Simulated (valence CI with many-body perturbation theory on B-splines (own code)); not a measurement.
# Questions on Mo X

Computed by valence CI with perturbative core correlation (CI+MBPT): five valence electrons over a frozen Dirac-Fock core [Ar] 3d10, radial functions for each j: 9 s, 9 p, 8 d, 6 f, 3 g, 1 h, with the one-electron correlation potential Σ1 (screened to all orders), the two-electron term Σ2, the three-electron term Σ3, Breit, model QED; selected single and double excitations, second order for the rest, scaled by the run's own slope (own B-spline code, finite nucleus).

No measured spectrum was set against this ion. As an estimate, levels hold to about 250 cm⁻¹ or 0.2 % of their energy and the worst to 1 %, as in measured heavy ions of charge 2 to 7; those with d or f electrons hold less well. Among the levels kept, up to 1500 cm⁻¹ of a level comes from second order outside the variational space, and about a tenth of that is noise between levels of different J, which matters for small intervals.

Rates and lifetimes use the calculated energies. Strong lines usually hold to 10 to 20 %, long lifetimes can be off by a factor of two.

(1) What is the ground level?

(2) Among levels below 55.243 eV, which E1 lines absorb most strongly from the ground level?

(3) Name the longest-lived excited levels whose lifetime is computed, and their main decay.

(4) What are the static dipole polarisabilities of the lowest levels?

(5) How well does LS coupling describe the low levels?

## Answers

(1) 4s²4p³ ⁴S°_3/2, composition 82 % 4s²4p³ ⁴S° + 12 % 4s²4p³ ²P° + 3 % 4s²4p³ ²D°, g = 1.877.

(2) to 4s²4p²4d ⁴P_5/2 at 23.96 nm, f = 1.37; to 4s²4p²4d ⁴P_3/2 at 23.75 nm, f = 0.803; to 4s²4p²4d ⁴P_1/2 at 23.42 nm, f = 0.363.

(3) 4s²4p³ ²D°_5/2 at 4.422 eV lives 42.8 ms, mostly by M1 to 4s²4p³ ⁴S°_3/2; 4s²4p³ ²D°_3/2 at 3.351 eV lives 6.12 ms, mostly by M1 to 4s²4p³ ⁴S°_3/2; 4s²4p³ ²P°_1/2 at 6.886 eV lives 2.26 ms, mostly by M1 to 4s²4p³ ⁴S°_3/2. The lifetime of 4s²4p²4d ⁴F_9/2 is too uncertain to give, and may be longer.

(4) 4s²4p³ ⁴S°_3/2 1.17 (tensor 0.0091); 4s²4p³ ²D°_3/2 1.17 (tensor 0.062); 4s²4p³ ²D°_5/2 1.18; 4s²4p³ ²P°_1/2 1.17 bohr³, of which the core gives 0.0579.

(5) Among the lowest 20 levels the leading LS term, summed over configurations, holds 83 % on average. For single configurations the figures are 76 % in LS and 65 % in jj coupling. Terms mix most in the J = 7/2 level at 46.558 eV, where the leading one holds 51 %.
